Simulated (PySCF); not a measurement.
WF₅ (doublet state).
Bonds: W1–F2, W1–F3, W1–F4, W1–F5, W1–F6.

A GFN2-xTB structure was refined with PySCF 2.14.0, PBE0-D3(BJ)/def2-SVP geometry optimisation, gas phase, def2 core potentials past Kr. Its GFN2-xTB values:

```tsv
coordinate	GFN2-xTB
W1–F2	1.843 Å
W1–F4	1.828 Å
W1–F5	1.900 Å
W1–F6	1.902 Å
F2–W1–F3	164.3°
F2–W1–F4	82.2°
F2–W1–F6	81.7°
F4–W1–F5	140.8°
F5–W1–F6	80.1°
```

Q: How do these coordinates change at the PBE0-D3(BJ)/def2-SVP level?

A: 
```json
{"coordinate": "W1–F6", "PBE0-D3(BJ)/def2-SVP (Å or °)": "1.836", "change": "-0.066"}
{"coordinate": "W1–F5", "PBE0-D3(BJ)/def2-SVP (Å or °)": "1.836", "change": "-0.064"}
{"coordinate": "W1–F2", "PBE0-D3(BJ)/def2-SVP (Å or °)": "1.886", "change": "+0.043"}
{"coordinate": "W1–F4", "PBE0-D3(BJ)/def2-SVP (Å or °)": "1.822", "change": "-0.006"}
{"coordinate": "F5–W1–F6", "PBE0-D3(BJ)/def2-SVP (Å or °)": "108.0", "change": "+27.9"}
{"coordinate": "F4–W1–F5", "PBE0-D3(BJ)/def2-SVP (Å or °)": "126.2", "change": "-14.6"}
{"coordinate": "F2–W1–F3", "PBE0-D3(BJ)/def2-SVP (Å or °)": "178.5", "change": "+14.2"}
{"coordinate": "F2–W1–F6", "PBE0-D3(BJ)/def2-SVP (Å or °)": "90.6", "change": "+8.9"}
{"coordinate": "F2–W1–F4", "PBE0-D3(BJ)/def2-SVP (Å or °)": "89.2", "change": "+7.0"}
```

The energy falls by 42.1 kJ/mol over 13 energy and gradient evaluations, the largest force component goes from 0.0816 to 2.9e-04 Eh/bohr, and the atoms move by 0.387 Å rms after alignment. The bond that changes most is W1–F6 (ends: tungsten bonded to 5 F; fluorine bonded to W), which shortens by 0.066 Å. Bonds longer at the end by more than 0.005 Å: 2 of 5; shorter: 3. Rotational constants go from 2755, 2663, 1771 to 2646, 2308, 2085 MHz.

The run used 102 basis functions and 159 SCF cycles in all.

No PBE0-D3(BJ)/def2-SVP frequencies stand behind this structure, so it isn't proved a minimum. ⟨S²⟩ = 0.753 (exact for a doublet: 0.75).

Neither the SCF state along the optimisation nor the shape of the open-shell metal species was proved the lowest: other solutions of the same spin, or a structure of lower symmetry, can lie below.
